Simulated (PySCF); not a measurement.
Pb(H)(NH2) (H3NPb), SMILES [NH2][PbH] (connectivity only; charge and spin as stated), neutral, multiplicity 1.

Coordinates come from a B3LYP-D3(BJ)/def2-TZVP optimisation. The def2 effective core potentials stand for the cores of Pb; spin–orbit coupling is left out.

All values below come from PySCF with TDA-M06-2X/def2-TZVPD.

Vertical excitations.  State labels are in the subgroup Cs.

### Question
Estimate the UV-visible absorptions. (An estimate is asked for; the answer gives what the named calculation found.)

### Answer

| state | symmetry | energy (eV) | λ (nm) | f | main pairs |
|---|---|---|---|---|---|
| S1 | A" | 3.46 | 359 | 0.012 | HOMO→LUMO 98 % |
| S2 | A' | 4.84 | 256 | 0.066 | HOMO−1→LUMO 90 % |
| S3 | A' | 5.56 | 223 | 0.083 | HOMO→LUMO+1 52 %, HOMO→LUMO+2 40 % |
| S4 | A" | 5.58 | 222 | 0.064 | HOMO−1→LUMO+1 77 %, HOMO−1→LUMO+2 13 % |
| S5 | A" | 5.61 | 221 | 0.014 | HOMO−2→LUMO 92 % |
| S6 | A' | 5.93 | 209 | 0.242 | HOMO→LUMO+2 54 %, HOMO→LUMO+1 43 % |
| S7 | A" | 6.55 | 189 | 0.014 | HOMO−1→LUMO+2 75 %, HOMO−1→LUMO+1 15 % |
| S8 | A" | 7.10 | 175 | 0.030 | HOMO−1→LUMO+3 76 % |
| S9 | A' | 7.17 | 173 | 0.281 | HOMO→LUMO+3 77 %, HOMO→LUMO+4 14 % |
| S10 | A" | 7.45 | 166 | 0.017 | HOMO−1→LUMO+5 45 %, HOMO−1→LUMO+4 23 %, HOMO→LUMO+6 19 % |
| T1 | A" | 2.66 | 466 | 0 | HOMO→LUMO 95 % |
| T2 | A' | 3.49 | 356 | 0 | HOMO−1→LUMO 96 % |
| T3 | A' | 4.69 | 265 | 0 | HOMO→LUMO+1 61 %, HOMO→LUMO+2 14 %, HOMO→LUMO+3 10 % |
| T4 | A" | 5.04 | 246 | 0 | HOMO−2→LUMO 71 %, HOMO−1→LUMO+1 16 % |
Triplets are in the Tamm–Dancoff approximation.
